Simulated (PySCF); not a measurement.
C3H9NSi.

```xyz
14

N      2.2975     0.3104     0.1664
Si     0.8429    -0.2652    -0.5893
C     -0.7665     0.5146    -0.0320
C     -1.4843    -0.0088     1.2001
C     -2.0642    -0.2643    -0.1580
H      2.7402     1.1540    -0.1845
H      2.4097     0.2431     1.1738
H      0.6973    -1.7256    -0.2998
H      1.0296    -0.0392    -2.0532
H     -0.8572     1.5956    -0.1961
H     -1.0442    -0.8550     1.7391
H     -1.9832     0.7169     1.8490
H     -2.9635     0.2851    -0.4508
H     -2.0211    -1.2847    -0.5535
```
Charge 0, spin multiplicity 1.

Coordinates come from a B3LYP-D3(BJ)/def2-SVP optimisation. One conformer was computed; it need not be the lowest.

Level of theory: PBE0/pcSseg-1 (PySCF). Non-relativistic, no solvent.

Give the absolute GIAO shielding of each atom: isotropic value and principal components (ppm). (Estimate from the structure and the level; the computed values follow.)


```tsv
atom	σ(iso)	σ11	σ22	σ33	span
N1	253.2	229.0	261.5	269.1	40.1
Si2	370.4	314.4	384.7	412.1	97.7
C3	184.6	148.6	180.4	224.8	76.2
C4	180.1	151.8	174.0	214.6	62.8
C5	183.1	157.3	177.3	214.8	57.6
H6	30.8	23.8	26.6	42.1	18.3
H7	31.1	23.5	28.0	41.6	18.1
H8	27.5	23.0	27.4	32.2	9.2
H9	26.5	22.2	25.7	31.5	9.3
H10	31.7	25.2	28.2	41.7	16.6
H11	31.0	25.5	27.9	39.7	14.2
H12	30.7	24.9	26.3	40.8	15.9
H13	30.8	24.9	26.4	41.0	16.1
H14	31.1	25.1	28.2	40.0	14.9
```
